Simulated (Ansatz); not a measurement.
Breaking the Al1–H2 bond in AlH3Se (SMILES [AlH2][SeH]) (multiplicity 1 held, fragments rigid). Energies count from the point at 1.573 Å.
Geometry at that point (charge 0, multiplicity 1):
```
atom    x (Å)    y (Å)    z (Å)
----  -------  -------  -------
Al     0.3641   0.0275  -1.5573
H     -0.6985  -0.5698  -2.5521
H      1.7454   0.6424  -1.9937
Se    -0.2012  -0.0305   0.6966
H      1.0606   0.6067   1.1072
```

Signs of static correlation in def2-SVP, with CASSCF(2,2), from Ansatz (a quantum-chemistry and plane-wave program) runs.

```tsv
R (Å)	T1 of restricted CCSD	⟨S²⟩ of UHF	largest double amplitude of restricted CCSD	weight of the CASSCF reference in MRCISD	CASSCF natural occupations
1.259	0.012	0.000	0.033	0.908	1.99 0.01
1.416	0.012	0.000	0.032	0.907	1.98 0.02
1.573	0.012	0.000	0.032	0.907	1.98 0.02
1.731	0.013	0.000	0.037	0.908	1.97 0.03
1.888	0.013	0.000	0.032	0.908	1.96 0.04
2.124	0.015	0.000	0.104	0.908	1.93 0.07
2.360	0.018	0.157	(withheld)	0.908	1.89 0.11
2.753	0.027	(withheld)	0.279	0.908	1.78 0.22
3.147	0.041	0.877	0.413	0.908	1.62 0.38
3.619	0.060	0.963	0.592	0.908	1.41 0.59
4.248	0.080	0.995	0.796	0.908	1.20 0.80
5.035	0.090	1.003	0.939	0.908	1.07 0.93
```

**Question.** What belongs in the gaps?

**Answer.** 
- 2.360, largest double amplitude of restricted CCSD: 0.167
- 2.753, ⟨S²⟩ of UHF: 0.676

Doubts at one or more of the structures used: a restricted determinant that unrestricted orbitals would lower (R-CCSD(T)/def2-SVP); other coupled-cluster roots lie near (R-CCSD(T)/def2-SVP); T1 above 0.05 (R-CCSD(T)/def2-SVP, U-CCSD(T)/def2-SVP); a spin-contaminated determinant (U-CCSD(T)/def2-SVP).
